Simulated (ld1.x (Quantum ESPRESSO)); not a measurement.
# Au (Z = 79), TM: configuration errors across variants

* Element: gold (Au)
* Generator: ld1.x (Quantum ESPRESSO) 7.5
* Type: norm-conserving Troullier–Martins (Kleinman–Bylander form)
* Functional: LDA (PZ)
* Relativity: scalar-relativistic
* Frozen core: [Kr] 4d10 4f14 5s2
* Valence charge: 17
* Reference configuration: 5p6 5d10 6s0 6p0 (charge +1)
* Partial waves: 6s (bound, empty): rc 1.80 bohr; 5p (bound): rc 1.35 bohr; 5d (bound): rc 1.85 bohr
* Local potential: the d channel
* Core correction: none

All-electron excitation energies from the reference (eV): (1) 5p6 5d10 6s1 6p0 -9.774; (2) 5p6 5d9 6s0 6p0 21.501; (3) 5p6 5d8 6s0 6p0 55.668; (4) 5p5 5d10 6s1 6p0 56.626; (5) 5p6 5d9 6s1 6p1 -2.257; (6) 5p6 5d9 6s2 6p0 -8.173; (7) 5p6 5d10 6s0 6p1 -4.376; (8) 5p6 5d10 6s1 6p0 spin -9.908; (9) 5p6 5d9 6s0 6p0 spin 21.360.

Spin tests fill each open shell by Hund’s rule, majority spin first.

Tests that are not counted but printed errors over 1 eV. “wave 5d (bound): rc 1.85 bohr becomes 5d (bound): rc 2.28 bohr”: 5p6 5d9 6s1 6p1 (solver errors, printed error -2.6 eV); 5p6 5d10 6s0 6p1 (solver errors, printed error -2.4 eV).

A true bound ghost makes a file unfit for plane-wave use even where its test errors are small: the radial tests pick states by their node count and pass the ghost by. Where a test does run into it, the solver fails or the error is huge.

Errors AE − PS in meV (a dash: test not solved or not reliable):

| change | (1) | (2) | (3) | (4) | (5) | (6) | (7) | (8) | (9) | bound ghosts |
| --- | --- | --- | --- | --- | --- | --- | --- | --- | --- | --- |
| base | -0.5 | -1.8 | -7.0 | -166 | -113 | -24 | -78 | 0.0 | +21 | s |
| wave 5d (bound): rc 1.85 bohr becomes 5d (bound): rc 1.52 bohr | -0.5 | -2.1 | -8.6 | -170 | -128 | -24 | -89 | 0.0 | +21 | s |
| wave 5d (bound): rc 1.85 bohr becomes 5d (bound): rc 1.82 bohr | -0.5 | -1.8 | -7.0 | -166 | -113 | -24 | -78 | 0.0 | +21 | s |
| wave 5d (bound): rc 1.85 bohr becomes 5d (bound): rc 2.06 bohr | -0.2 | -4.1 | -16 | -188 | -164 | -22 | -118 | +0.2 | +19 | s |
| wave 5d (bound): rc 1.85 bohr becomes 5d (bound): rc 2.28 bohr | +1.3 | -5.8 | -10 | -160 | – | -5.2 | – | +1.4 | +18 | s, p |
| wave 5d (bound): rc 1.85 bohr becomes 5d (bound): rc 2.42 bohr | +1.1 | -10 | -27 | -226 | +90 | -2.5 | +56 | +1.0 | +13 | s |
| wave 5d (bound): rc 1.85 bohr becomes 5d (bound): rc 2.80 bohr | -0.1 | -18 | -15 | -345 | -36 | +39 | -81 | -1.8 | +5.3 | s |

Problem. Give the same row for: wave 5d (bound): rc 1.85 bohr becomes 5d (bound): rc 1.22 bohr.

Solution. -0.5, -2.2, -11, -181, -171, -25, -122, -0.1, +21; bound ghosts: s.
